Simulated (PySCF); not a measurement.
SMILES C[CH](C)[SnH3] (PBE0/def2-SVP optimised geometry):

```
14

Sn     0.510     0.730     0.000
C     -0.254    -0.340     1.739
C      0.281    -1.766     1.781
C     -1.777    -0.290     1.786
H      2.229     0.730     0.000
H     -0.047     2.355     0.000
H     -0.041    -0.042    -1.435
H      0.148     0.218     2.603
H     -0.058    -2.355     0.913
H      1.382    -1.802     1.796
H     -0.076    -2.293     2.685
H     -2.229    -0.798     0.917
H     -2.162     0.742     1.804
H     -2.158    -0.799     2.689
```

Level of theory: PBE0/def2-TZVP, def2 effective core potentials past Kr (PySCF).

What are the frontier orbital energies and the dipole moment?

HOMO-2 -8.80 eV, HOMO-1 -8.78 eV, HOMO -7.44 eV, LUMO 0.33 eV, LUMO+1 0.80 eV; dipole moment 1.03 D.

On the same geometry PySCF with PBE/def2-TZVP, def2 effective core potentials past Kr gives HOMO-2 -7.57 eV, HOMO-1 -7.55 eV, HOMO -6.34 eV, LUMO -0.42 eV, LUMO+1 -0.10 eV; dipole moment 1.08 D.
